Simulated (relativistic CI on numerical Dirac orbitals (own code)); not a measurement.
## How well does a small relativistic CI reproduce Mo?

Computed by Dirac-Coulomb-Breit CI, separate exchange-only KLI orbitals for each configuration, QED by a radiative potential, valence Slater integrals scaled by 0.85, configuration energies shifted to the measured levels that pair with them (semi-empirical) (own radial code, finite nucleus).

CI space (outside the closed core [Kr]): 4d5 5s, 4d4 5s2, 4d5 5p, 4d4 5s 5p, 4d6, 4d5 5d, 4d5 5f, 4d5 5g, 4d3 5s2 5p, 4d4 5s 4f, 4d3 5s 5p2, 4d5 6s, 4d5 6p, 4d4 5s 7s, 4d4 5p2, 4d4 5s 6s, 4d5 7s, 4d4 5s 7p, 4d4 5s 6d, 4d5 4f, 4d5 7p, 4d5 6d, 4d4 5s 5g, 4d3 5s 5p 5d, 4d4 5s 7d, 4d5 7d, 4d3 5s 6s2, 4d4 6s2, 4d3 5s2 6s, 4d3 5s2 6p. Levels of other configurations are missing.

```tsv
Configuration	Term (tabulated)	J	Measured (cm⁻¹)	Computed	Error	Purity (%)
4d5 5s	a 7S	3	0.0	0	0	99
4d5 5s	a 5S	2	10768.3	12295	1527	91
4d4 5s2	a 5D	0	10965.9	10965	-1	80
4d5 5s	a 5G	2	16641.1	18118	1477	97
4d5 5p	z 7P°	2	25614.4	24316	-1298	87
4d5 5p	z 5P°	1	28715.2	28723	8	84
4d4 5s 5p	z 7D°	1	30846.6	30790	-56	92
4d4 5s 5p	y 7P°	2	31299.9	31347	48	87
4d5 5p	z 5G°	5	39445.2	39220	-225	73
4d5 5p	z 5H°	6	40653.7	40849	195	62
4d5 5p	y 5F°	5	41347.7	41701	353	79
```

Measured levels from NIST Handbook of Basic Atomic Spectroscopic Data (Sansonetti and Martin, J. Phys. Chem. Ref. Data 34, 1559 (2005)); pairs were made by configuration, J and term (by order where the table uses no LS term), so strongly mixed levels may be paired wrongly.

Mean error by configuration (cm⁻¹): 4d5 5s 1502; 4d4 5s2 -1; 4d5 5p -193; 4d4 5s 5p -4. Over the excited levels the mean absolute error is 519 cm⁻¹ (10 of the 10 excited levels that our extract of the source holds in range could be paired), and the median relative error of those above 1,000 cm⁻¹ is 0.52 %, both after the shifts were fitted to these levels, so that a configuration with one level shows no error. Some levels of the ground configuration have no partner.

Transition probabilities of persistent lines. The last column rescales the computed rate by the cube of measured over computed energy:

```csv
λ measured (Å),Lower,Upper,A tabulated (s⁻¹),A computed,A rescaled
3193.98 air,4d5 5s a 7S_3,4d4 5s 5p y 7P°_2,1.53e+08,2.35e+08,2.34e+08
3902.95 air,4d5 5s a 7S_3,4d5 5p z 7P°_2,6.17e+07,7.45e+07,8.71e+07
5570.44 air,4d5 5s a 5S_2,4d5 5p z 5P°_1,3.30e+07,3.80e+07,4.95e+07
```

Configurations whose levels could be paired with our table of measured levels were shifted onto them, all but the ground configuration, by the median error of their levels; single terms can still be off by 1,000 to 2,000 cm⁻¹ or more, and rates follow the energies as ν³ (E1, M1) or ν⁵ (E2). The others borrow a shift and can be off by several thousand cm⁻¹ or more. The fine structure of a lone outer electron comes out too small, for d and f at times inverted, and misplaced configurations move strength between like terms. 10 of the 10 excited levels that our extract of the measured tables holds in this range could be paired (the sources list more); they are missed by 519 cm⁻¹ on average and 1527 at most, after the shifts were fitted to these levels, and levels without a partner can miss by more. Some levels of the ground configuration have no partner and can miss by 10 % or more.

Shifts applied (cm⁻¹): 4d5 5s 0; 4d4 5s2 -1312; 4d5 5p 449; 4d4 5s 5p 2657.
